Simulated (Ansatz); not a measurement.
`N[SiH2]B(N)O` + `N[SiH](O)S` → `N[SiH2]S[SiH](N)O` + `NBO`  (cleavage of the Si–B bond)

Isolated molecules relaxed with PBE0-D4/def2-TZVP in Ansatz; ΔE leaves out vibrations. CCSD(T)/CBS is the MP2 limit (def2-TZVPP, def2-QZVPP) plus CCSD(T) − MP2 in def2-TZVPP, frozen cores. This one scheme is used for every species. Each species was taken in one conformer, which may not be the lowest.

| species | CCSD(T)/def2-TZVPP energy (Eh) |
| --- | --- |
| `N[SiH2]B(N)O` | -502.64880 |
| `N[SiH](O)S` | -819.71986 |
| `N[SiH2]S[SiH](N)O` | -1165.31913 |
| `NBO` | -157.09191 |

Work out ΔE.

ΔE = (-1165.31913) + (-157.09191) − (-502.64880) − (-819.71986) = -0.04238 Eh = -111.3 kJ/mol. CCSD(T)/CBS gives -115.1 kJ/mol.

Largest T1 diagnostic among the species: 0.012.

From PBE to PBE0 (25 % exact exchange), in def2-TZVPP and without D4, ΔE moves by −3.4 kJ/mol. The D4 term adds −8.7 kJ/mol with B3LYP and −4.7 kJ/mol with PBE0; it sums over pairs of atoms, weighted by their polarisabilities, and B3LYP, whose exchange is more repulsive, gets the larger term. In def2-TZVPP, CCSD(T) changes the Hartree–Fock value by −4.0 kJ/mol (the triples alone add −2.8 kJ/mol) and MP2 by −15.5 kJ/mol.

B3LYP here is the variant with VWN-RPA as its local correlation; programs differ in this.
